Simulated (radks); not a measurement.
Results of a calculation; reference values are marked as such.
Problem. Ni XXIII, 6 electrons, occupied as [He] 2s2 2p2. Code: a radial shooting solver on a logarithmic mesh with Libxc functionals. Model: scalar-relativistic Kohn-Sham, PBEsol, spin-polarised, spherical densities, finite nucleus; open shells are filled with parallel spins first; Fermi nuclear charge, rms radius 3.7757 fm. Some entries of the table are withheld. Estimate them.

| orbital | occ. | eigenvalue (eV) | <1/r> (bohr^-1) | <r^2> (bohr^2) |
|---|---|---|---|---|
| 1s up | 1 | -9494.889 | 28.14 | 0.003907 |
| 1s down | 1 | -9481.826 | 28.17 | 0.003895 |
| 2s up | 1 | -2044.791 | (1) | 0.06105 |
| 2s down | 1 | -2021.765 | (2) | 0.06169 |
| 2p up | 2 | -1950.464 | (3) | 0.04669 |
| 2p down | 0 | -1922.374 | (4) | 0.04735 |

Solution. 
(1) 2s up <1/r> (bohr^-1): 6.555
(2) 2s down <1/r> (bohr^-1): 6.509
(3) 2p up <1/r> (bohr^-1): 6.424
(4) 2p down <1/r> (bohr^-1): 6.391
